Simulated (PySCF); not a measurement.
A species of formula C6H6ClFO has this rotational fingerprint, computed with CAM-B3LYP/def2-SVPD in PySCF (dipole) on a GFN2-xTB geometry, gas phase:

```
Rotational constants : A = 2048, B = 1059, C = 702.4 MHz
Dipole components    : |μa| = 4.27 D, |μb| = 0.13 D, |μc| = 0.08 D
Inertial defect      : -4.72 u·Å²
κ                    : -0.47
```

Task: Which candidate fits, each taken in the one conformer that was computed?
A. `[CH3:1]/[CH:2]=[C:3]([CH:4]=[O:5])/[C:6]([Cl:7])=[CH:8]/[F:9]` with C2–C3–C4–O5 177°, C2–C3–C6–Cl7 14°
B. `[CH2:1]=[CH:2]/[C:3]([CH3:4])=[C:5](\[Cl:6])[C:7](=[O:8])[F:9]` with C1–C2–C3–C4 12°, C3–C5–C7–O8 -6°
C. `[F:1][C@H:2]1[CH:3]=[CH:4][O:5][CH:6]=[C:7]1[CH2:8][Cl:9]` with C6–C7–C8–Cl9 -102°

Result: B. It is C=C/C(C)=C(\Cl)C(=O)F, an asymmetric top, point group C1. The candidates at the same level (rigid rotor, commonest isotopes):

```
               SMILES  A (MHz)  B (MHz)  C (MHz)  μa (D)  μb (D)  μc (D)  Δ (u·Å²)  point group           rotor
 C/C=C(C=O)/C(Cl)=C/F     1753     1058    669.5    3.80    1.97    0.50    -10.82           C1  asymmetric top
C=C/C(C)=C(\Cl)C(=O)F     2048     1059    702.4    4.27    0.13    0.08     -4.72           C1  asymmetric top
   F[C@H]1C=COC=C1CCl     2239    951.7    782.4    1.33    1.22    0.10   -110.76           C1  asymmetric top
```

`F[C@H]1C=COC=C1CCl` has C 11 % too high; `C/C=C(C=O)/C(Cl)=C/F` has A 14 % too low. No structure here is proved a minimum.
